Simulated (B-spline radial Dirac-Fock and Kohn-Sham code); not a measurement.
## Subshell photoionisation cross sections of Gd³⁺ against photon energy

System: gadolinium as Gd³⁺, [Xe] 4f7.

The computed values come from a B-spline atomic structure program: Dirac-Hartree-Slater photoionisation with all multipoles and Dirac-Fock thresholds. Values are in kb; a dash marks an energy below the computed threshold.

| hν (eV) | 3d3/2 | 4d5/2 | 4f7/2 | 5s | 5p3/2 |
| --- | --- | --- | --- | --- | --- |
| 60.1 | – | – | 2330 | – | 919 |
| 75.5 | – | – | 2920 | – | 478 |
| 80.1 | – | – | 3020 | – | 406 |
| 88.3 | – | – | 3120 | 111 | 327 |
| 91.1 | – | – | 3130 | 112 | 308 |
| 110 | – | – | 3030 | 115 | 226 |
| 148 | – | – | 2550 | 97.2 | 161 |
| 225 | – | 225 | 1630 | 64.1 | 104 |
| 261 | – | 295 | 1290 | 53.4 | 88.7 |
| 468 | – | 479 | 377 | 24.0 | 45.1 |
| 855 | – | 245 | 68.4 | 9.75 | 19.7 |
| 1710 | 308 | 61.0 | 6.69 | 3.14 | 6.28 |
| 3110 | 58.6 | 13.1 | 0.708 | 1.09 | 1.99 |
| 3330 | 47.8 | 10.8 | 0.541 | 0.963 | 1.73 |
| 4820 | 15.1 | 3.65 | 0.120 | 0.481 | 0.777 |
| 4880 | 14.5 | 3.52 | 0.114 | 0.470 | 0.755 |
| 6610 | 5.34 | 1.35 | 0.0314 | 0.262 | 0.375 |
| 14200 | 0.358 | 0.0958 | 0.000998 | 0.0550 | 0.0533 |
| 39100 | 0.00719 | 0.00193 | 7.67e-06 | 0.00564 | 0.00276 |
| 45100 | 0.00406 | 0.00109 | 3.79e-06 | 0.00401 | 0.00177 |
| 91200 | 0.000239 | 6.14e-05 | 1.20e-07 | 0.000687 | 0.000182 |
| 146000 | 3.71e-05 | 9.22e-06 | 1.27e-08 | 0.000200 | 3.86e-05 |

At 146000 eV the multipoles beyond E1 give 65.7 % of 3d3/2, 66.9 % of 4d5/2, 80.0 % of 4f7/2, 29.4 % of 5s, 45.1 % of 5p3/2.

Run: 4.9 s of CPU time on 1 thread of Neoverse-V1 (shared host), peak memory 0.43 GiB.
